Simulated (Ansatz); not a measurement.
A run of Ansatz (development build ahead of 0.2.0) on singlet Be₆ at this shape:

```xyz
6

Be    2.1840    0.0000    0.0000
Be    1.0920    1.8914    0.0000
Be   -1.0920    1.8914    0.0000
Be   -2.1840    0.0000    0.0000
Be   -1.0920   -1.8914    0.0000
Be    1.0920   -1.8914    0.0000
```

Its results:

```yaml
Converged: yes
Reference_energy: -87.55055 hartree
Correlation_energy: -0.12960 hartree
Total_energy: -87.68015 hartree
```

Forces (eV/Å):
| atom | Fx | Fy | Fz |
| --- | --- | --- | --- |
| Be1 | -0.127 | 0.000 | 0.000 |
| Be2 | -0.064 | -0.110 | 0.000 |
| Be3 | 0.064 | -0.110 | 0.000 |
| Be4 | 0.127 | 0.000 | 0.000 |
| Be5 | 0.064 | 0.110 | 0.000 |
| Be6 | -0.064 | 0.110 | 0.000 |

Which input gives this output? Name the method, the orbitals and the basis set, and write the input.

RHF-MP2 in 6-31G. An unrestricted run that stays on the closed shell gives the same numbers.

```yaml
crystal:
  periodic: [false, false, false]
  atoms:
    - { symbol: Be, position_ang: [2.184, 0.0, 0.0] }
    - { symbol: Be, position_ang: [1.092, 1.8914, 0.0] }
    - { symbol: Be, position_ang: [-1.092, 1.8914, 0.0] }
    - { symbol: Be, position_ang: [-2.184, 0.0, 0.0] }
    - { symbol: Be, position_ang: [-1.092, -1.8914, 0.0] }
    - { symbol: Be, position_ang: [1.092, -1.8914, 0.0] }
basis:
  gaussian: { orbitals: "6-31G" }
hamiltonian:
  xc: hf
correlation:
  method: mp2
  frozen_orbitals: { Be: 0 }
output:
  forces: true
```
